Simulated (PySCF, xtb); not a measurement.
Si(H)(Me)(OH)(OMe) (C2H8O2Si), SMILES CO[SiH](C)O.

GFN2-xTB run with xtb at its own geometry gives an orbital gap of 7.24 eV and a dipole moment of 1.40 D.

The structure is a stationary point at PBE-D3(BJ)/def2-SVP. Other conformers were not sampled.

### Question
What does PBE/def2-TZVP (PySCF) give? (An estimate is asked for; the answer gives what the named calculation found.)

### Answer
gap 6.28 eV (levels -6.53 and -0.25 eV), dipole 1.43 D.
